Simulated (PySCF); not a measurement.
Multinuclear NMR of C₄H₁₄Si₄

Cartesian coordinates in Å; atom numbers follow the order of the lines, from 1:
```xyz
22

C     3.362    0.549   -0.161
Si    1.754    0.155    0.755
Si    0.994   -1.994    0.123
Si   -0.079   -0.927   -1.692
Si   -0.117    1.049   -0.387
C    -1.651    1.095    0.690
C    -3.024    0.857    0.110
C    -2.422   -0.161    1.020
H     3.619    1.615   -0.061
H     3.257    0.322   -1.233
H     4.197   -0.049    0.236
H     1.884    0.444    2.219
H    -0.011   -2.543    1.088
H     2.007   -3.054   -0.182
H     0.911   -0.764   -2.806
H    -1.347   -1.494   -2.250
H     0.077    2.350   -1.106
H    -1.609    1.837    1.497
H    -3.103    0.614   -0.955
H    -3.847    1.470    0.488
H    -2.824   -0.257    2.032
H    -2.091   -1.111    0.589
```

All values are calculated (PySCF 2.14.0 with density-fitted response routines): structure optimised with PBE0-D3(BJ)/def2-SVP, σ from GIAO-PBE0/pcSseg-1. Single conformer, averaged over atoms made equivalent by symmetry, fast rotation or ring inversion, no solvent model, non-relativistic.

Q: Where does ²⁹Si resonate?

A: 
```
atoms                                         environment  σ (ppm)  δ (ppm)
  Si5  silicon bonded to C, 2 Si, H, in a 4-membered ring    384.7    -40.9
  Si2  silicon bonded to C, 2 Si, H, in a 4-membered ring    403.2    -56.2
  Si3   silicon bonded to 2 Si, 2 H, in a 4-membered ring    442.8    -89.2
  Si4   silicon bonded to 2 Si, 2 H, in a 4-membered ring    457.2   -101.2
```

Shieldings were converted by a linear fit to measured shifts: ²⁹Si: δ = 279.39 − 0.832σ (rms 9.7 ppm, 87 shifts, 23.4 ppm with the 5 outliers that the fit left out vs TMS, solution or neat liquid). Occasional misses reach two or three times the rms, and more in compound classes unlike the fitted ones.

On a 500 MHz spectrometer ²⁹Si resonates near 99.3 MHz, so 1 ppm is 99.3 Hz.
